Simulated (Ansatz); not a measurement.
A search over several starts for the lowest SCF solution of [CuCl4]- (CuCl₄⁻) at the given spin, in a small basis.

```yaml
crystal:
  periodic: [false, false, false]
  atoms:
    - {symbol: Cu, position_ang: [0.000073, -0.000044, 0.000000]}
    - {symbol: Cl, position_ang: [2.265322, -0.025525, 0.005586]}
    - {symbol: Cl, position_ang: [0.025471, 2.265224, 0.006910]}
    - {symbol: Cl, position_ang: [-2.265208, 0.025607, -0.000436]}
    - {symbol: Cl, position_ang: [-0.025648, -2.265271, -0.012060]}
basis:
  gaussian: {orbitals: def2-SVP, initial_orbitals: start.molden}
total_charge: -1
magnetization: {spin_polarized: true, initial_magnetization: 2}
hamiltonian: {xc: pbe0, dispersion: d4}
output: {orbitals: {seedname: orbitals}}
```

The file start.molden holds the orbitals of an earlier run on this structure, at another level or in another basis.

```sh
$ ansatz run in.yaml --threads 4 --pin off --events-out ev --progress --plain --max-ram 3916MiB
```

It prints (some lines left out):

```
Functional definition: PBE0
998 factors; integrals over basis functions are off by at most 8.0e-4 eV
mean field evaluation 1: about -94690.4883 eV, gradient 6.9e0 eV
mean field evaluation 2: about -94690.7986 eV, gradient 2.6e-1 eV
mean field evaluation 4: about -94690.9530 eV, gradient 4.0e-3 eV
mean field evaluation 8: about -94672.0075 eV, gradient 7.2e1 eV
mean field evaluation 16: about -94690.7978 eV, gradient 7.1e-1 eV
mean field evaluation 32: about -94690.8865 eV, gradient 2.9e0 eV
mean field -94690.95304284 eV, -3479.8283404913 hartree, gradient 2.0e-5 eV, S^2 2.004276; 7 other end points of the search recorded, 0 dependent functions left out
reference -94690.95309072 eV, -3479.8283422506 hartree; 50, 48 occupied and 53, 55 virtual orbitals, 998 factors
Total energy: -94691.16240808 eV, -3479.8360345219 hartree
```

Run time 4.9 s (4 threads of Intel Xeon Platinum 8488C on a shared host).

At PBE0-D4/def2-TZVPD a singlet of charge -1 lies 0.40 eV below the triplet, each at its own geometry.
